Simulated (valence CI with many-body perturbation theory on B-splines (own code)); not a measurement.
## Sensitivity of CI+MBPT for V⁹⁺

Calculated by valence CI with perturbative core correlation (CI+MBPT): four valence electrons over a frozen Dirac-Fock core [Ne], a basis of 6 s, 6 p, 5 d, 3 f, 1 g functions for each j, with the one-electron correlation potential Σ1, the two-electron term Σ2, the three-electron term Σ3, Breit, model QED; selected CI, second order for the rest, scaled by the run's own slope (own B-spline code, finite nucleus).

No measured levels were compared; by estimate levels of excited configurations hold to 0.05 to 0.15 % of their energy, terms of the ground configuration to about 0.5 %.

The reference run has the lowest level 3s²3p² ³P_0 and an ionisation energy of 229.525 eV. Its largest variational space holds 9979 state functions.

Names give the largest LS component (configuration and term), which can be under half, so a name can repeat, a term be missing and a line seem to break the LS rules; names also repeat where a configuration has a term twice.

Changed runs:
A. selection threshold (hartree) 2e-08 → 1e-05; lowest core n in screening and Σ2 1 → 3
B. size limit of the variational space 10000 → 3000; second order for the rest on → off; screening of Σ1 on → off
C. correlating orbitals by l 3 3 3 2 1 → 4 4 3 0 0; Breit term on → off; QED terms on → off
D. Davidson tolerance 2e-05 → 0.03 (bad on purpose)

Excitation energies of the reference run in cm⁻¹, and shifts in cm⁻¹:

| Level | Reference | B | C | D |
| --- | --- | --- | --- | --- |
| 3s²3p² ³P_1 | 4180 | +123 | +105 | +0.3 |
| 3s²3p² ³P_2 | 9435 | +167 | +315 | -0.4 |
| 3s²3p² ¹D_2 | 32772 | +199 | +1708 | -1.0 |
| 3s²3p² ¹S_0 | 68225 | +7.6 | +2065 | -0.4 |
| 3s3p³ ⁵S°_2 | 161036 | +160 | -759 | -0.8 |
| 3s3p³ ³D°_1 | 220964 | +238 | +710 | -0.1 |
| 3s3p³ ³D°_2 | 221061 | +389 | +731 | -2.0 |
| 3s3p³ ³D°_3 | 222090 | +426 | +844 | -2.0 |
| 3s3p³ ³P°_0 | 254131 | +1.2 | +1131 | -0.3 |
| 3s3p³ ³P°_1 | 254341 | +284 | +1176 | -0.4 |
| 3s3p³ ³P°_2 | 254522 | +499 | +1188 | -2.5 |
| 3s3p³ ¹D°_2 | 280032 | +669 | +1321 | -3.6 |
| Ionisation energy (eV) | 229.525 | +0.005 | -0.083 | +6.9e-05 |

Run A: It gave no result: the setting left no core shell for the response of the core. The program said: "need at least one array to concatenate".
